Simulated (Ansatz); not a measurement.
BBrF (`F[B]Br`) radical, 3 atoms. Charge 0, multiplicity 2. Correlated methods include outer-core shells of Br, which these sets cover unevenly. Scalar relativity is left out up to krypton. All runs use 4 threads of an Arm Neoverse V1 on a shared host. Correlated methods freeze the cores. Open-shell runs search over several starts.

Problem. Give the basis size and wall time and peak host memory of each of these runs in Ansatz. UHF-MP2/def2-QZVPP energy; UKS PBE0-D4/def2-QZVPP energy; UKS BHLYP-D4/def2-TZVPP energy; UKS ωB97M-V/def2-QZVPP energy; UKS PBE0-D4/def2-TZVP relaxation (4 steps); UKS PBE-D4/def2-TZVPP energy and forces; direct RPA on PBE orbitals/def2-TZVPP energy; UHF-CCSD(T)/def2-TZVPP energy; UHF-CCSD(T)/def2-SVP energy; UKS PBE0-D4/def2-SVP energy; UKS BLYP-D4/def2-TZVPP energy; UKS ωB97M-V/def2-SVP energy. (Best estimate.)

Solution. Ansatz gave: Other jobs shared the machine, so times are rough.

```
                                level                   job  functions  wall time  peak host memory (GiB)
                 UKS PBE0-D4/def2-SVP                energy         60     0.65 s                    0.14
               UKS BLYP-D4/def2-TZVPP                energy        110     0.85 s                    0.14
                UKS PBE-D4/def2-TZVPP     energy and forces        110     0.95 s                    0.13
                 UHF-CCSD(T)/def2-SVP                energy         60      1.1 s                    0.19
              UKS BHLYP-D4/def2-TZVPP                energy        110      1.1 s                    0.23
direct RPA on PBE orbitals/def2-TZVPP                energy        110      1.3 s                    0.18
                 UKS ωB97M-V/def2-SVP                energy         60      2.4 s                    0.23
               UKS PBE0-D4/def2-QZVPP                energy        203      2.7 s                    0.49
                   UHF-MP2/def2-QZVPP                energy        203      3.4 s                    0.57
                UKS PBE0-D4/def2-TZVP  relaxation (4 steps)        110      6.5 s                    0.23
               UHF-CCSD(T)/def2-TZVPP                energy        110        7 s                    0.69
               UKS ωB97M-V/def2-QZVPP                energy        203        7 s                    0.65
```
